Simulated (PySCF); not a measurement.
An unknown is described by computed data only.

Elements present: C, H, O, P and Si. Monoisotopic mass: 106.0004 u.

* UV, first state: lowest singlet excitation: 5.93 eV (209 nm, f = 0.052) [TDDFT CAM-B3LYP/def2-SVPD]
* XPS: Si2p3/2 107.0, P2p3/2 136.1, C1s 290.2, C1s 290.7, O1s 538.4, Si1s 1846.9, P1s 2149.7 eV [ΔSCF SCAN, pcX-2 on the ionised atom, pcseg-1 elsewhere, spin-free X2C, 2p3/2 from a spin–orbit splitting computed afterwards within the 2p shell]
* Valence photoelectron: vertical ionisation energy: 9.48 eV [ΔSCF CAM-B3LYP/def2-SVPD]
* Rotational structure: rotational constants A, B, C: 4.117, 1.965, 1.462 GHz [PBE0-D3(BJ)/def2-SVP]
* Triplet: lowest triplet excitation (Tamm–Dancoff): 4.18 eV [TDA CAM-B3LYP/def2-SVPD]
* 13C NMR: chemical shifts (computed TMS as zero) by class: 139.8 (1 C), 134.0 (1 C) ppm [GIAO KT3/pcSseg-2]
* Dipole: 2.24 D [CAM-B3LYP/def2-SVPD]
* NMR, other nuclei: isotropic shieldings of nuclei other than C and H, by class: 278 (1 O), 350 (1 Si), 583 (1 P) ppm [GIAO KT3/pcSseg-2]
* Polarisability: 83.2 au [CAM-B3LYP/def2-SVPD]
* UV, strongest line: among the 10 lowest singlet transitions: S4 at 7.04 eV (176 nm, f = 0.410) [TDDFT CAM-B3LYP/def2-SVPD]

The electronic properties come from PySCF, for the isolated species, density fitting. Levels stand in brackets. One conformer (not necessarily the lowest) at the PBE0-D3(BJ)/def2-SVP geometry, without solvent, vibrations or thermal averaging. NMR classes are plain means over equivalent atoms (diastereotopic ones count apart unless rotation or inversion swaps them), as if these changed places fast.

**Question.** Which formula fits the mass and the elements?

**Answer.** C2H7OPSi (calculated 106.0004). No other formula that holds each of these elements comes within 0.0003 u with a fitting electron parity and a possible valence count.

**Question.** Give a SMILES that accounts for the data.

**Answer.** Numbering: `[CH2:1]=[CH:2][Si@@H:3]([OH:4])[PH2:5]`. 2 carbons fall into 2 classes; from least to most shielded: alkene CH carbon [C2] (139.8 ppm), terminal =CH2 carbon [C1] (134.0 ppm). The other shieldings belong to: 278 ppm, silanol oxygen [O4]; 350 ppm, oxygen-bound silicon [Si3]; 583 ppm, three-coordinate phosphorus [P5]. The core levels belong to: Si2p3/2 107.0 eV, oxygen-bound silicon [Si3]; P2p3/2 136.1 eV, three-coordinate phosphorus [P5]; C1s 290.2 eV, alkene CH carbon [C2]; C1s 290.7 eV, terminal =CH2 carbon [C1]; O1s 538.4 eV, silanol oxygen [O4]; Si1s 1846.9 eV, oxygen-bound silicon [Si3]; P1s 2149.7 eV, three-coordinate phosphorus [P5]. The first electron is taken from the HOMO, whose largest Löwdin shares are 0.61 on the three-coordinate phosphorus, 0.14 on the oxygen-bound silicon and 0.06 on each of 2 atoms of one kind (P–H hydrogen). The optimised geometry has point group C1 and is an asymmetric top. Structure: `C=C[Si@@H](O)P`. The assignments are read from this structure; whether some other isomer fits the data as well wasn't checked. The mirror image fits equally.

Shape of the structure used: `[CH2:1]=[CH:2][Si@@H:3]([OH:4])[PH2:5]`: C1–C2–Si3–O4 122°, H–O4–Si3–C2 -63°, H–P5–Si3–C2 165°, H–P5–Si3–C2 72°.
